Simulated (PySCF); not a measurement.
PySCF input for Si(F)(NHMe)(OH)2 (CH6FNO2Si), SMILES CN[Si](O)(O)F, SMD-PBE0/def2-SVP. The structure is a stationary point at PBE0-D3(BJ)/def2-SVP. This is a generated structure with no PubChem entry under its InChIKey; it may be hypothetical. Other conformers were not sampled.

```python
import numpy as np
from pyscf import gto, scf, dft
from pyscf.solvent import smd

mol = gto.M(
    atom='''
    C     2.33598776    0.06705770   -0.49030364
    N     1.07174699   -0.62909300   -0.49497139
    Si   -0.40159528   -0.02069909    0.07930216
    O    -0.53781366    1.58802210   -0.25354080
    O    -1.56945050   -0.99224997   -0.55769841
    F    -0.59878404   -0.05016396    1.68762635
    H     3.02421970   -0.28159134    0.30091590
    H     2.16100731    1.13964210   -0.31897299
    H     2.86040017   -0.02686225   -1.45701320
    H     1.12221994   -1.61943875   -0.70334195
    H    -0.43704052    1.82187313   -1.18046770
    H    -2.37945834   -1.05723242   -0.04345241
    ''',
    basis='def2-SVP',
    charge=0,
    spin=0,
    max_memory=1600,
    verbose=3,
)
mf = dft.RKS(mol, xc='pbe0').density_fit(auxbasis='def2-universal-jkfit')
mf.grids.level = 3
mf.conv_tol = 1e-9
mf.max_cycle = 100
mf.kernel()
res = {}
for name in ['water', 'diethylether', 'N,N-dimethylformamide']:
    s = mf.SMD()
    s.with_solvent.solvent, s.with_solvent.sasa_ng = name, 194
    s.kernel(mf.make_rdm1())
    res[name] = (s.e_tot, s.with_solvent.get_cds(), s.dip_moment(), s.mo_energy, s.converged)
    print(f'SMD {name}: dG(solv) = {(s.e_tot - mf.e_tot) * 627.509474:.3f} kcal/mol, of which CDS {res[name][1] * 627.509474:.3f}')
```

Program output:

```
converged SCF energy = -635.594884978422
converged SCF energy = -635.608995164182
Dipole moment(X, Y, Z, Debye):  0.78119, -0.72138, -2.22263
SMD water: dG(solv) = -8.854 kcal/mol, of which CDS 3.695
converged SCF energy = -635.604946670905
Dipole moment(X, Y, Z, Debye):  0.75388, -0.66720, -2.09132
SMD diethylether: dG(solv) = -6.314 kcal/mol, of which CDS -1.505
converged SCF energy = -635.606743129751
Dipole moment(X, Y, Z, Debye):  0.78997, -0.70729, -2.20168
SMD N,N-dimethylformamide: dG(solv) = -7.441 kcal/mol, of which CDS -0.558
```

The calculation finished and met its thresholds.

Cost: around 70 core-seconds (rough).
